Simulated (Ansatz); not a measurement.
```yaml
crystal:
  periodic: [false, false, false]
  atoms:
    - {symbol: C, position_ang: [-0.752555, 0.942224, -0.724238]}
    - {symbol: Ge, position_ang: [0.917988, 0.148753, -0.061154]}
    - {symbol: N, position_ang: [0.420880, -1.172544, 1.131629]}
    - {symbol: H, position_ang: [-1.379944, 0.154673, -1.147373]}
    - {symbol: H, position_ang: [-0.536942, 1.683751, -1.493926]}
    - {symbol: H, position_ang: [-1.292152, 1.430218, 0.088320]}
    - {symbol: H, position_ang: [1.665047, -0.609336, -1.197578]}
    - {symbol: H, position_ang: [1.170888, -1.762855, 1.463780]}
    - {symbol: H, position_ang: [-0.124808, -0.861082, 1.923439]}
basis:
  gaussian: {orbitals: aug-cc-pVTZ}
magnetization: {spin_polarized: true, initial_magnetization: 1}
hamiltonian: {xc: {name: rPW86-PBE}}
output: {forces: true}
```

```sh
$ ansatz run in.yaml --threads 4 --pin off --events-out ev --progress --plain --max-ram 10444MiB
```

Output, abridged:

```
Functional definition: rPW86-PBE
1221 factors; their error is unknown
mean field evaluation 1: about -59150.5840 eV, gradient 7.5e1 eV
mean field evaluation 2: about -59063.2029 eV, gradient 1.3e2 eV
mean field evaluation 4: about -59171.0977 eV, gradient 1.9e1 eV
mean field evaluation 8: about -59172.7079 eV, gradient 2.9e-1 eV
mean field evaluation 16: about -59172.6739 eV, gradient 6.8e-4 eV
mean field -59172.67387290 eV, -2174.5556561500 hartree, gradient 3.6e-5 eV, S^2 0.751490; 0 other end points of the search recorded, 0 dependent functions left out
reference -59172.67403762 eV, -2174.5556622034 hartree; 26, 25 occupied and 263, 264 virtual orbitals, 1221 factors
Total energy: -59172.67403762 eV, -2174.5556622034 hartree
Atom 0 at    -0.752555     0.942224    -0.724238 Å, force    -0.356768     0.137969    -0.137700 eV/Å
Atom 1 at     0.917988     0.148753    -0.061154 Å, force     0.559561     0.511420    -0.129195 eV/Å
Atom 2 at     0.420880    -1.172544     1.131629 Å, force    -0.208231    -0.414799     0.148997 eV/Å
Atom 3 at    -1.379944     0.154673    -1.147373 Å, force    -0.071911    -0.055007    -0.047974 eV/Å
Atom 4 at    -0.536942     1.683751    -1.493926 Å, force     0.021193     0.053731    -0.054752 eV/Å
Atom 5 at    -1.292152     1.430218     0.088320 Å, force    -0.041430     0.039071     0.056143 eV/Å
Atom 6 at     1.665047    -0.609336    -1.197578 Å, force     0.074836    -0.141297    -0.151734 eV/Å
Atom 7 at     1.170888    -1.762855     1.463780 Å, force     0.163836    -0.173745     0.104855 eV/Å
Atom 8 at    -0.124808    -0.861082     1.923439 Å, force    -0.141086     0.042656     0.211359 eV/Å
Dipole moment:    -0.082867     0.011566     0.185685 e Å
```

Hardware: 4 threads of an Arm Neoverse V1 on a shared host. Wall time 16 s, peak host memory 0.59 GiB.
